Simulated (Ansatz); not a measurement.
Basis-set extrapolation for CH₃ClO₂Si (`O[Si]1(Cl)CO1`) (PBE0-D4/def2-TZVP geometry, frozen core, Ansatz 0.2.0). Multiplicity 1, RHF reference.

|  | def2-TZVPP | def2-QZVPP |
| --- | --- | --- |
| HF | -937.971535 | -938.002850 |
| MP2 correlation | -0.939918 | -1.018343 |
| CCSD(T) correlation | -1.007932 | not run |

Energies in hartree. Use E(X) = E(∞) + A·exp(−7.88·√X) for Hartree–Fock and E(X) = E(∞) + B·X^(−2.97) for correlation, with X = 3 and 4, and add CCSD(T) minus MP2 of the smaller set to the MP2 limit.

**Question.** What is the CCSD(T) energy at the basis-set limit?

**Answer.** HF limit: -938.002850 + (-0.031315) × 0.13774 = -938.00716. MP2 limit: -1.018343 + (-0.078425) × 0.74074 = -1.07644. Higher-order term: -1.007932 − (-0.939918) = -0.06801. Total: -939.15161 hartree, 452.0 kJ/mol below CCSD(T)/def2-TZVPP.
